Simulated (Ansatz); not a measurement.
Ansatz (a program for electronic structure) input (B3LYP-D3(BJ)/def2-TZVP):

Ansatz 0.2 input:
```yaml
crystal:
  periodic: [false, false, false]
  atoms:
    - {symbol: Mn, position_ang: [-0.00000000, -0.00000000, -0.39540770]}
    - {symbol: O, position_ang: [0.00000000, 0.00000000, 1.23564905]}
basis:
  gaussian:
    orbitals: def2-TZVP
hamiltonian:
  xc: b3lyp
  dispersion: d3bj
magnetization: {spin_polarized: true, initial_magnetization: 5}
phonons: {temperatures: {t_min: 298.15, t_max: 298.15, t_step: 100}}
```

Output:

```
Functional definition: B3LYP
integrals: 0.02 GiB planned
638 factors; their error is unknown
mean field: 0.25 GiB planned
mean field evaluation 1: about -33359.1306 eV, gradient 5.0e1 eV
mean field evaluation 2: about -33262.0427 eV, gradient 1.4e2 eV
mean field evaluation 4: about -33367.1268 eV, gradient 1.5e1 eV
mean field evaluation 8: about -33367.8482 eV, gradient 2.0e-1 eV
mean field evaluation 16: about -33367.9314 eV, gradient 4.1e-4 eV
mean field -33367.93140987 eV, -1226.2488617166 hartree, gradient 5.3e-5 eV, S^2 8.824018; 0 other end points of the search recorded, 0 dependent functions left out
the calculation of the forces begins
reference -33367.93160394 eV, -1226.2488688485 hartree; 19, 14 occupied and 57, 62 virtual orbitals, 638 factors
these checks for a lower state are left out or cut short: stability, starts, cluster_reference, orbital_swaps, neighbouring_geometries, increment
integrals: 0.02 GiB planned
638 factors; their error is unknown
mean field: 0.25 GiB planned
mean field -33367.93140987 eV, -1226.2488617166 hartree, gradient 1.2e-6 eV, S^2 8.824020; 0 other end points of the search recorded, 0 dependent functions left out
the calculation of the forces begins
reference -33367.93160394 eV, -1226.2488688485 hartree; 19, 14 occupied and 57, 62 virtual orbitals, 638 factors
these checks for a lower state are left out or cut short: stability, starts, cluster_reference, orbital_swaps, neighbouring_geometries, increment
integrals: 0.02 GiB planned
638 factors; their error is unknown
mean field: 0.25 GiB planned
mean field evaluation 32: about -33367.9314 eV, gradient 2.1e-6 eV
mean field -33367.93140987 eV, -1226.2488617166 hartree, gradient 1.2e-6 eV, S^2 8.824020; 0 other end points of the search recorded, 0 dependent functions left out
the calculation of the forces begins
reference -33367.93160394 eV, -1226.2488688485 hartree; 19, 14 occupied and 57, 62 virtual orbitals, 638 factors
these checks for a lower state are left out or cut short: stability, starts, cluster_reference, orbital_swaps, neighbouring_geometries, increment
integrals: 0.02 GiB planned
638 factors; their error is unknown
mean field: 0.25 GiB planned
mean field -33367.93140987 eV, -1226.2488617166 hartree, gradient 1.2e-6 eV, S^2 8.824020; 0 other end points of the search recorded, 0 dependent functions left out
the calculation of the forces begins
reference -33367.93160394 eV, -1226.2488688485 hartree; 19, 14 occupied and 57, 62 virtual orbitals, 638 factors
these checks for a lower state are left out or cut short: stability, starts, cluster_reference, orbital_swaps, neighbouring_geometries, increment
integrals: 0.02 GiB planned
638 factors; their error is unknown
mean field: 0.25 GiB planned
mean field -33367.93140987 eV, -1226.2488617166 hartree, gradient 1.2e-6 eV, S^2 8.824020; 0 other end points of the search recorded, 0 dependent functions left out
the calculation of the forces begins
reference -33367.93160394 eV, -1226.2488688485 hartree; 19, 14 occupied and 57, 62 virtual orbitals, 638 factors
these checks for a lower state are left out or cut short: stability, starts, cluster_reference, orbital_swaps, neighbouring_geometries, increment
integrals: 0.02 GiB planned
638 factors; their error is unknown
mean field: 0.25 GiB planned
mean field -33367.93129828 eV, -1226.2488576157 hartree, gradient 1.8e-6 eV, S^2 8.823067; 0 other end points of the search recorded, 0 dependent functions left out
the calculation of the forces begins
reference -33367.93149239 eV, -1226.2488647490 hartree; 19, 14 occupied and 57, 62 virtual orbitals, 638 factors
these checks for a lower state are left out or cut short: stability, starts, cluster_reference, orbital_swaps, neighbouring_geometries, increment
integrals: 0.02 GiB planned
638 factors; their error is unknown
mean field: 0.25 GiB planned
mean field -33367.93129901 eV, -1226.2488576424 hartree, gradient 2.2e-6 eV, S^2 8.824982; 0 other end points of the search recorded, 0 dependent functions left out
the calculation of the forces begins
reference -33367.93149304 eV, -1226.2488647730 hartree; 19, 14 occupied and 57, 62 virtual orbitals, 638 factors
these checks for a lower state are left out or cut short: stability, starts, cluster_reference, orbital_swaps, neighbouring_geometries, increment
integrals: 0.02 GiB planned
638 factors; their error is unknown
mean field: 0.25 GiB planned
mean field evaluation 64: about -33367.9314 eV, gradient 6.3e-2 eV
mean field -33367.93140987 eV, -1226.2488617166 hartree, gradient 1.2e-6 eV, S^2 8.824020; 0 other end points of the search recorded, 0 dependent functions left out
the calculation of the forces begins
reference -33367.93160394 eV, -1226.2488688485 hartree; 19, 14 occupied and 57, 62 virtual orbitals, 638 factors
these checks for a lower state are left out or cut short: stability, starts, cluster_reference, orbital_swaps, neighbouring_geometries, increment
integrals: 0.02 GiB planned
638 factors; their error is unknown
mean field: 0.25 GiB planned
mean field -33367.93140987 eV, -1226.2488617166 hartree, gradient 1.2e-6 eV, S^2 8.824020; 0 other end points of the search recorded, 0 dependent functions left out
the calculation of the forces begins
reference -33367.93160394 eV, -1226.2488688485 hartree; 19, 14 occupied and 57, 62 virtual orbitals, 638 factors
these checks for a lower state are left out or cut short: stability, starts, cluster_reference, orbital_swaps, neighbouring_geometries, increment
integrals: 0.02 GiB planned
638 factors; their error is unknown
mean field: 0.25 GiB planned
mean field -33367.93140987 eV, -1226.2488617166 hartree, gradient 1.2e-6 eV, S^2 8.824020; 0 other end points of the search recorded, 0 dependent functions left out
the calculation of the forces begins
reference -33367.93160394 eV, -1226.2488688485 hartree; 19, 14 occupied and 57, 62 virtual orbitals, 638 factors
these checks for a lower state are left out or cut short: stability, starts, cluster_reference, orbital_swaps, neighbouring_geometries, increment
integrals: 0.02 GiB planned
638 factors; their error is unknown
mean field: 0.25 GiB planned
mean field -33367.93140987 eV, -1226.2488617166 hartree, gradient 1.2e-6 eV, S^2 8.824020; 0 other end points of the search recorded, 0 dependent functions left out
the calculation of the forces begins
reference -33367.93160394 eV, -1226.2488688485 hartree; 19, 14 occupied and 57, 62 virtual orbitals, 638 factors
these checks for a lower state are left out or cut short: stability, starts, cluster_reference, orbital_swaps, neighbouring_geometries, increment
integrals: 0.02 GiB planned
638 factors; their error is unknown
mean field: 0.25 GiB planned
mean field evaluation 96: about -33367.9313 eV, gradient 2.2e-6 eV
mean field -33367.93129901 eV, -1226.2488576424 hartree, gradient 2.2e-6 eV, S^2 8.824982; 0 other end points of the search recorded, 0 dependent functions left out
the calculation of the forces begins
reference -33367.93149304 eV, -1226.2488647730 hartree; 19, 14 occupied and 57, 62 virtual orbitals, 638 factors
these checks for a lower state are left out or cut short: stability, starts, cluster_reference, orbital_swaps, neighbouring_geometries, increment
integrals: 0.02 GiB planned
638 factors; their error is unknown
mean field: 0.25 GiB planned
mean field -33367.93129828 eV, -1226.2488576157 hartree, gradient 1.8e-6 eV, S^2 8.823067; 0 other end points of the search recorded, 0 dependent functions left out
the calculation of the forces begins
reference -33367.93149239 eV, -1226.2488647490 hartree; 19, 14 occupied and 57, 62 virtual orbitals, 638 factors
Total energy: -33367.96294921 eV, -1226.2500207659 hartree
Atom 0 at    -0.000000    -0.000000    -0.395408 Å, force    -0.000000    -0.000000    -0.000035 eV/Å
Atom 1 at     0.000000     0.000000     1.235649 Å, force     0.000000     0.000000     0.000035 eV/Å
Dipole moment:    -0.000000     0.000000    -1.046246 e Å
Vibrations: 883.85 cm⁻¹, zero-point energy 0.054791 eV
```

The spin state was set by rule; other spins were not relaxed.
